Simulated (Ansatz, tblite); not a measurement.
Removing an electron: Al5Sb4H16⁻, a cluster cut from zinc blende AlSb (hydrogen-capped). Total charge -1; singlet. Geometry: r2SCAN-D4/def2-SVP. Ansatz, gas phase; energy differences of separate SCF runs; the oxidised species was run as a doublet alone.

```xyz
25

Al   -1.0614   -2.9568    1.2102
Al    2.4037   -0.2454    2.3414
Al    1.6008   -1.1808   -2.0750
Al   -2.6850    0.4493   -1.9791
Al    0.7810    3.1607   -0.8482
Sb    1.3218   -1.9111    0.5262
Sb   -2.6671   -0.8960    0.4019
Sb    1.1025    2.0519    1.6304
Sb   -0.0523    0.9726   -2.1736
H    -1.2473   -3.1144    2.7942
H    -1.4663   -4.1738    0.2488
H     1.9751   -0.5947    3.8456
H     3.9443    0.0514    2.0137
H     0.9970   -2.3369   -3.0059
H     3.1061   -0.6880   -2.3177
H    -3.1439   -0.6499   -3.0515
H    -3.5747    1.7671   -1.7787
H     2.2620    3.5807   -1.2945
H    -0.3508    4.2889   -0.7292
H     2.3385   -3.2770    0.6665
H    -4.2784   -1.3319    0.7566
H    -2.5669    0.2938    1.6192
H     1.6475    3.2889    2.6722
H    -0.4521    1.9618    2.3243
H     0.0658    1.4895   -3.7979
```

In the def2 sets Sb takes a core potential; there is no spin–orbit coupling. The xTB rows come from tblite. Single mean-field runs in def2-TZVP are fitted with def2-universal-jkfit. HOMO above LUMO, or a gap near zero within one spin, warns that the state may not be the lowest or that an electron is smeared out.

```
             level  −HOMO (eV)  vertical IE (eV)  −LUMO (eV)  HOMO–LUMO gap (eV)                                  remarks
          GFN2-xTB        6.45              8.21        3.75                2.70                                        –
  PBE-D4/def2-TZVP        3.16              4.97       -0.47                3.63  gap within one spin near zero (doublet)
BHLYP-D4/def2-TZVP        4.86              5.50       -1.97                6.83                                        –
```

Problem. Estimate the rows for GFN1-xTB, PBE0-D4/def2-TZVP.

Solution. 
```json
{"level": "GFN1-xTB", "−HOMO (eV)": "7.09", "vertical IE (eV)": "8.82", "−LUMO (eV)": "3.52", "HOMO–LUMO gap (eV)": "3.57"}
{"level": "PBE0-D4/def2-TZVP", "−HOMO (eV)": "4.09", "vertical IE (eV)": "5.36", "−LUMO (eV)": "-1.14", "HOMO–LUMO gap (eV)": "5.23"}
```

  Raw xTB energy differences between charge states are shifted by several eV; the methods need an empirical correction for them.
